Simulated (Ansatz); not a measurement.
H3In, SMILES `[InH3]`, relaxed with RKS PBE0-D4/def2-TZVP in Ansatz from a PBE-D4/def2-SVP geometry. The force threshold is 0.005 eV/Å; the program also tests the step.

The species carries charge 0 and has multiplicity 1. In: def2 effective core potential.

Start:

```xyz
4

In    0.000    0.000    0.000
H     1.260   -1.181   -0.255
H    -1.601   -0.280   -0.639
H     0.340    1.461    0.894
```

```tsv
step	energy (eV)	largest force (eV/Å)	largest move (Å)
1	-5221.4839	0.228	0.000
2	-5221.4895	0.140	0.034
3	-5221.4924	0.005	0.012
```

End:

```xyz
4

In    0.000    0.000    0.000
H     1.245   -1.166   -0.252
H    -1.581   -0.276   -0.631
H     0.336    1.442    0.883
```

Hardware: 2 threads of a server CPU on a shared host. Wall time 6.5 s, peak host memory 0.12 GiB.
